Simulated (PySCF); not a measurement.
# What a mistake does to a calculation on AlBHO2 cation

Calculated results; nothing here was measured. The program is PySCF 2.14.0, an open-source quantum chemistry code, run on an isolated molecule that a program drew, which may never have been made. The molecule is AlBHO2 cation (charge +1, singlet), drawn as the SMILES string `O=B[O][AlH+]`.

Each row is a Hartree-Fock (HF) and frozen-core CCSD(T) single point in the cc-pV(D+d)Z basis, meant for a local HF minimum. Run 1 is clean. Each other run has one planted mistake out of seven kinds, and not every kind appears here: one electron removed, one electron added, multiplicity raised by two, geometry at a saddle point, minimal basis STO-3G, one bond length entered in bohr, all coordinates scaled. The reference is restricted for singlets and unrestricted otherwise, and also for a bond in bohr. Adding or removing an electron swaps singlet and doublet. Electrons count all cores. HOMO and LUMO are orbital energies over both spins, the gradient is its largest component, and the lowest frequency (negative if imaginary) is given only where the gradient is small. Bond lengths are over the 4 bonds as drawn. T1 is the CCSD diagnostic: over 0.02 (restricted) or 0.045 (unrestricted) a single reference is doubtful.

Geometry of the clean run:
```xyz
5
AlBHO2 cation, angstrom
O    -0.1605    0.0880   -2.0886
B    -0.8964    0.0074   -1.1675
O    -1.7279   -0.0837   -0.1266
Al   -2.7391   -0.1943    1.1393
H    -3.6947   -0.2990    2.3355
```

```
run,electrons,basis functions,<S^2>,HOMO (eV),LUMO (eV),gradient (hartree/bohr),lowest frequency (cm^-1),mean bond (Å),longest bond (Å),T1,HF (hartree),CCSD(T) (hartree),mistake
1,34,70,0.000,-17.54,-5.39,2.0e-05,94,1.4189,1.624,0.0199,-416.76263,-417.26470,no fault
2,34,25,0.000,-14.60,-0.19,3.1e-02,-,1.4189,1.624,0.0276,-411.59800,-411.81334,minimal basis STO-3G
3,34,70,1.188,-14.58,-5.13,7.4e-03,-,1.6817,2.233,0.0417,-416.52846,-416.98449,one bond length entered in bohr
4,35,70,0.761,-6.29,0.38,6.9e-02,-,1.4189,1.624,0.0221,-416.97674,-417.49031,?
```

**Which mistake was planted in run 4, and what did it cost?**

It counts 35 electrons, one more than the clean run, at the same geometry and basis. So the mistake is: one electron added. Subtracting run 1 and multiplying by 627.51 kcal/mol a hartree, the energy moved by -134.4 kcal/mol in HF and -141.6 kcal/mol in CCSD(T).

Cautions from the logs. Run 2: T1 is over the limit, so its CCSD(T) energy is less reliable.
